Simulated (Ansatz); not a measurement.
`C[N]=[V]([NH2])([NH2])[NH2]`. Total charge 0; spin multiplicity 1.

```csv
atom,x (Å),y (Å),z (Å)
C1,0.576,-1.299,1.968
N2,0.241,-0.543,0.823
V3,-0.142,0.320,-0.485
N4,0.755,1.937,-0.391
N5,-1.974,0.585,-0.485
N6,0.383,-0.636,-1.981
H7,-0.322,-1.722,2.435
H8,1.245,-2.129,1.708
H9,1.084,-0.676,2.714
H10,1.527,2.147,0.222
H11,0.307,2.789,-0.698
H12,-2.495,0.559,-1.351
H13,-2.590,0.440,0.299
H14,0.774,-0.159,-2.781
H15,0.631,-1.612,-1.998
```

Q: List the harmonic frequencies (cm⁻¹, unscaled) at PBE0-D4/def2-TZVP in Ansatz. (Best estimate.)

A: The calculation gave: 65, 94, 94, 175, 175, 205, 243, 243, 370, 383, 383, 428, 463, 463, 596, 605, 605, 654, 756, 756, 762, 1088, 1088, 1385, 1438, 1464, 1464, 1532, 1532, 1536, 3000, 3067, 3067, 3568, 3568, 3571, 3676, 3677, 3677.

Q: Is this a minimum?

A: Yes, all 39 modes are real.

Q: Give the ideal-gas thermochemistry at 298.15 K and 1 bar (rigid rotor, harmonic oscillator; point group C3, symmetry number 3).

A: Zero-point energy 310.5 kJ/mol; H(298) − E = 340.9 kJ/mol; entropy 402.2 J/(mol·K), of which translation 169.4, rotation 107.3, vibration 125.6; G(298) − E = 221.0 kJ/mol. Modes under 100 cm⁻¹ are hindered rotations or soft bends, so the harmonic entropy is rough.

Q: Rotational constants (cm⁻¹)?

A: 0.1012, 0.06202, 0.06202.
